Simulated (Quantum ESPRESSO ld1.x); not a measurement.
Results of a calculation; reference values are marked as such.
Question: Isoelectronic series with 39 electrons, each ion in its NIST ground configuration. Code: ld1.x of Quantum ESPRESSO 7.5. Model: Dirac Kohn-Sham, revPBE, spin-unpolarised, spherical densities, point nucleus; open shells are shared between the two j in proportion to 2j + 1. Total energies (hartree) and mean radii <r> (bohr) (* marks an orbital that is empty in some or all of the ions):

ion    configuration  E (hartree)  5s1/2*   4d5/2
Zr+     [Kr] 4d2 5s1     -3598.89   3.441   2.140
Nb2+        [Kr] 4d3     -3819.55   3.079   1.857
Tc4+        [Kr] 4d3     -4283.04   2.455   1.442
Ru5+        [Kr] 4d3     -4525.88   2.247   1.315
Rh6+        [Kr] 4d3     -4776.13   2.077   1.213
Pd7+        [Kr] 4d3     -5033.84   1.936   1.130
Ag8+        [Kr] 4d3     -5299.03   1.815   1.059
Cd9+        [Kr] 4d3     -5571.74   1.711  0.9980
In10+       [Kr] 4d3     -5852.00   1.620  0.9447

Estimate the row of Mo3+ ([Kr] 4d3).

Answer: E (hartree) -4047.61; 5s1/2* 2.722; 4d5/2 1.611.
